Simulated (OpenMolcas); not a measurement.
Rh3+ (d6) among equal point charges was computed by CASSCF with the d shell active (OpenMolcas, ANO-RCC-VTZP on the metal). Its lowest spin-free states, and all those of the highest spin:

```csv
2S+1,Degeneracy,E (cm-1)
5,2,0.0
5,3,1127
3,3,19268
3,2,19576
3,3,20231
3,3,20438
3,3,22145
3,1,22503
3,3,22904
3,3,23665
3,1,24176
3,3,24676
```

Problem. Is the site octahedral, tetrahedral or cube-like, axial, or of lower symmetry?

Solution. The states with 2S+1 = 5 have orbital degeneracies 2, 3. Threefold states need a cubic site. For d6 at this spin an octahedron puts the threefold T2 below the twofold E and a tetrahedron or cube puts the twofold E below the threefold T2, so the site is a tetrahedron or a cube, which this pattern cannot tell apart. The first gap at this spin, 1130 cm-1, is |10Dq| in ligand-field theory. The run had Rh3+ among 8 point charges of -0.5 e arranged as a cube (Oh), 2.24 Å from the ion.

An orbital doublet at a regular site is open to a Jahn-Teller distortion, which this geometry leaves out. Without dynamic correlation the repulsion within the d shell is too large (B by tens of per cent), so at a given field states of lower spin stand too high. Point charges give a weaker field than real ligands, and real ions of this kind are as a rule low spin; the high spin found here belongs to the model. The ground term spreads over less than 5000 cm-1, several times less than with real ligands, so orbital moments are less quenched and χT lies further from the spin-only value than at real sites. Point charges carry no covalency, so the field is a model and not that of real ligands. No measured value stands beside these numbers.
